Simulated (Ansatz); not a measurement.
Gas-phase electronic energies from Ansatz, PBE0-D4/def2-TZVP geometries. CCSD(T)/CBS adds triple-zeta CCSD(T) − MP2 to the extrapolated MP2 energy (def2 sets, frozen cores). This one scheme is used for every species. For Mg outer-core shells are correlated without core-valence functions, which leaves a few kJ/mol of doubt a bond. Each species was taken in one conformer, which may not be the lowest.

Reaction (cleavage of the Si–Si bond): `F[SiH]([SiH3])[SiH2]Cl` + `[OH][Mg][OH]` → `[OH][Mg][O][SiH3]` + `F[SiH2][SiH2]Cl`

```
                 species  CCSD/CBS(def2) energy (Eh)
`F[SiH]([SiH3])[SiH2]Cl`                 -1430.48228
          `[OH][Mg][OH]`                  -351.52012
     `[OH][Mg][O][SiH3]`                  -641.84288
       `F[SiH2][SiH2]Cl`                 -1140.20820
```

**Question.** Work out ΔE.

**Answer.** ΔE = (-641.84288) + (-1140.20820) − (-1430.48228) − (-351.52012) = -0.04868 Eh = -1.32 eV. CCSD(T)/CBS gives -1.28 eV.

Largest T1 diagnostic among the species: 0.012.

From PBE to PBE0 (25 % exact exchange), in def2-TZVPP and without D4, ΔE moves by −0.10 eV. In def2-TZVPP, CCSD(T) changes the Hartree–Fock value by +0.31 eV (the triples alone add +0.04 eV) and MP2 by +0.25 eV.
